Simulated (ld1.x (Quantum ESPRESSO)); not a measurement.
## Varying the TM semilocal potential for rhodium

Base potential:

Rh, norm-conserving Troullier–Martins (semilocal form), made with ld1.x (Quantum ESPRESSO) 7.5 (PBE, scalar-relativistic). Core [Ar] 3d10, reference 4s2 4p6 4d8 5s0.75 5p0 (charge +0.25). Waves: 4s (bound): rc 1.50 bohr; 4d (bound): rc 1.55 bohr; 4f channel at 0.1 Ry: rc 1.50 bohr; 4p (bound): rc 1.15 bohr. Local part: the p channel. Core correction: none.

Occupied shells without a wave of their own: 5s. They enter only through the test configuration that unscreens the potential.

Cutoffs, loose and tight: the cutoffs (Ry, on a coarse ladder) from which the occupation-weighted sum of valence levels, in a spherical-Bessel basis at the reference potential, stays within 10 and 1 mRy of its value at 400 Ry. They do not see the model core or the augmentation charge, which bear on the density cutoff. Test errors are all-electron minus pseudo excitation energies from the reference, over the configurations 4s2 4p6 4d8 5s1 5p0; 4s2 4p6 4d8 5s0 5p0; 4s2 4p6 4d7 5s0 5p0; 4s2 4p6 4d9 5s0 5p0; 4s2 4p6 4d7 5s1 5p1; 4s1 4p6 4d8 5s1 5p0; 4s2 4p6 4d8 5s0 5p1. A dash means not determined; rows that change the core or the reference have their own tests.

A semilocal file is local in each channel, so a ghost entry of none says nothing of the separable form that plane-wave codes build from it.

On the changes marked as counting shells twice: ld1.x takes every shell without a wave as core, so the model core holds the marked electrons as well and exchange and correlation see them twice. This cancels in the reference configuration, but the file is broken for other ones, and its errors say nothing about a proper core correction.

| change | outcome | cutoff, loose | cutoff, tight | bound ghosts | largest test error (meV) |
| --- | --- | --- | --- | --- | --- |
| base | generated, misses its reference levels by 0.95 eV | 120 Ry | 160 Ry | none | -1309 |
| core correction a·sin(br)/r model core inside 0.50 bohr (5s counted twice) | generated, misses its reference levels by 0.95 eV | 120 Ry | 160 Ry | none | -1413 |
| core correction a·sin(br)/r model core inside 0.74 bohr (5s counted twice) | generated, misses its reference levels by 0.95 eV | 120 Ry | 160 Ry | none | -1412 |
| core correction a·sin(br)/r model core inside 0.86 bohr (5s counted twice) | generated, misses its reference levels by 0.95 eV | 120 Ry | 160 Ry | none | -1412 |
| core correction a·sin(br)/r model core inside 1.00 bohr (5s counted twice) | generated, misses its reference levels by 0.95 eV | 120 Ry | 160 Ry | none | -1411 |
| core correction a·sin(br)/r model core inside 1.20 bohr (5s counted twice) | generated, misses its reference levels by 0.95 eV | 120 Ry | 160 Ry | none | -1410 |
| core correction full core density, not smoothed (it rises at the typed radius of 1.34 bohr, so ld1.x skipped the fit) (5s counted twice) | generated, misses its reference levels by 0.95 eV | 120 Ry | 160 Ry | none | -1413 |
